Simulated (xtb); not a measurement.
C2H4O2, charge -1, doublet, at a GFN2-xTB geometry (a state made from the parent by changing its charge; the spin is typed, not shown lowest). Base run: GFN2-xTB (xtb).

Geometry (Å):
```xyz
8

C     -1.3569    -0.3470    -0.0147
O     -0.1162    -0.9210    -0.2052
C      1.0160     0.0766    -0.1573
O      0.7758     1.2570     0.2856
H     -1.9690    -0.3941    -0.9338
H     -1.9068    -0.8642     0.7904
H     -1.2139     0.7087     0.2667
H      1.8590    -0.5162     0.2657
```
Charge -1, spin multiplicity 2.
All else is at xtb's defaults.
Base energy -14.55960 Eh.

Variants of this job, named by their change:

```
change           ΔE vs base (kJ/mol)  G_solv (kcal/mol)  SCF cycles
---------------  -------------------  -----------------  ----------
base                            0.00                  -          10
file = coord                    0.00                  -          10
alpb = dmf                    -248.7             -60.04          11
alpb = methanol               -277.2             -67.54          10
etemp = 3000                   -0.03                  -          10
acc = 0.0001                    0.00                  -          16
alpb = benzene                -224.9             -54.16          11
```

ALPB and GBSA are two models with their own fitted parameters for each solvent, which aren't always the measured dielectric constant.
